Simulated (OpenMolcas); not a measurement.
Au2+ (d9) among equal point charges was computed by CASSCF with the d shell active (OpenMolcas, ANO-RCC-VDZP on the metal). Its lowest spin-free states, and all those of the highest spin:

| 2S+1 | Degeneracy | E (cm-1) |
| --- | --- | --- |
| 2 | 2 | 0.0 |
| 2 | 2 | 9730 |
| 2 | 1 | 14587 |

Problem. Is the site octahedral, tetrahedral or cube-like, axial, or of lower symmetry?

Solution. The states with 2S+1 = 2 have orbital degeneracies 2, 2, 1. There are pairs but no triples, so the site is axial: not cubic, but with a proper or improper axis of order three or more. The run had Au2+ among 6 point charges of -1.7 e arranged as a trigonal antiprism (D3d), 2.02 Å from the ion, with a polar angle of 60.8° against the regular 54.74°.

An orbital doublet at a regular site is open to a Jahn-Teller distortion, which this geometry leaves out. Point charges carry no covalency, so the field is a model and not that of real ligands. No measured value stands beside these numbers.
